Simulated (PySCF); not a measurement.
Compound: C7H13F.
Atom-mapped SMILES: `[CH3:1][C@@H:2]1[C@H:3]([CH3:4])[CH2:5][CH2:6][C@H:7]1[F:8]` (hydrogens: H9, H10, H11 on C1; H12 on C2; H13 on C3; H14, H15, H16 on C4; H17, H18 on C5; H19, H20 on C6; H21 on C7)

The same species was optimised twice, with GFN2-xTB and with PBE0-D3(BJ)/def2-SVP (PySCF), and the same property calculations (PySCF, gas phase) were run on both structures.

```csv
coordinate,GFN2-xTB,PBE0-D3(BJ)/def2-SVP,change
C2–C7 (Å),1.534,1.525,-0.009
C5–C6 (Å),1.534,1.542,+0.008
C6–C7 (Å),1.535,1.528,-0.007
C3–C5 (Å),1.532,1.538,+0.006
C3–C4 (Å),1.521,1.517,-0.004
C1–C2 (Å),1.525,1.523,-0.002
C2–C3 (Å),1.540,1.541,+0.001
C7–F8 (Å),1.386,1.386,0.000
C2–C7–C6 (°),106.8,105.1,-1.7
C3–C2–C7 (°),102.5,101.3,-1.2
C4–C3–C5 (°),113.6,114.8,+1.2
C2–C3–C4 (°),115.5,116.5,+1.0
C1–C2–C7 (°),110.9,111.6,+0.7
C2–C7–F8 (°),109.4,108.6,-0.8
C3–C5–C6 (°),104.7,105.5,+0.8
C5–C6–C7 (°),106.1,105.8,-0.3
```

Rotational constants: A = 2804, B = 1673, C = 1431 MHz (GFN2-xTB) against A = 2726, B = 1699, C = 1512 MHz (PBE0-D3(BJ)/def2-SVP). Point groups within 0.08 Å: C1 and C1.

On the GFN2-xTB structure: HOMO (eV) -8.56 [PBE0/pcSseg-1]; LUMO (eV) 1.26 [PBE0/pcSseg-1]; dipole (D) 1.78 [PBE0/pcSseg-1]; GIAO shielding of C1 (ppm) 174.7 [PBE0/pcSseg-1]; GIAO shielding of C2 (ppm) 137.5 [PBE0/pcSseg-1]; GIAO shielding of C3 (ppm) 148.5 [PBE0/pcSseg-1]; GIAO shielding of C4 (ppm) 169.7 [PBE0/pcSseg-1]; GIAO shielding of C5 (ppm) 153.0 [PBE0/pcSseg-1]; GIAO shielding of C6 (ppm) 151.2 [PBE0/pcSseg-1]; GIAO shielding of C7 (ppm) 81.4 [PBE0/pcSseg-1]; GIAO shielding of F8 (ppm) 354.4 [PBE0/pcSseg-1].

Q: What do these properties become on the PBE0-D3(BJ)/def2-SVP structure?

A: 
```csv
property,level,on GFN2-xTB,on PBE0-D3(BJ)/def2-SVP,change
HOMO (eV),PBE0/pcSseg-1,-8.56,-8.60,-0.04
LUMO (eV),PBE0/pcSseg-1,1.26,1.24,-0.02
dipole (D),PBE0/pcSseg-1,1.78,1.72,-0.06
"energy, GFN2-xTB geometry as zero (kcal/mol)",PBE0/pcSseg-1,0.0,-1.1,-1.1
GIAO shielding of C1 (ppm),PBE0/pcSseg-1,174.7,173.3,-1.4
GIAO shielding of C2 (ppm),PBE0/pcSseg-1,137.5,137.8,+0.3
GIAO shielding of C3 (ppm),PBE0/pcSseg-1,148.5,148.6,+0.1
GIAO shielding of C4 (ppm),PBE0/pcSseg-1,169.7,168.2,-1.5
GIAO shielding of C5 (ppm),PBE0/pcSseg-1,153.0,154.0,+1.0
GIAO shielding of C6 (ppm),PBE0/pcSseg-1,151.2,151.6,+0.4
GIAO shielding of C7 (ppm),PBE0/pcSseg-1,81.4,82.7,+1.3
GIAO shielding of F8 (ppm),PBE0/pcSseg-1,354.4,359.2,+4.8
```

The heavy atoms differ by 0.122 Å rms after alignment. Among bonds between heavy atoms C2–C7 and C5–C6 change most and about equally (-0.009 to +0.008 Å). Changes are differences of the printed values. Neither structure is proved a minimum here.
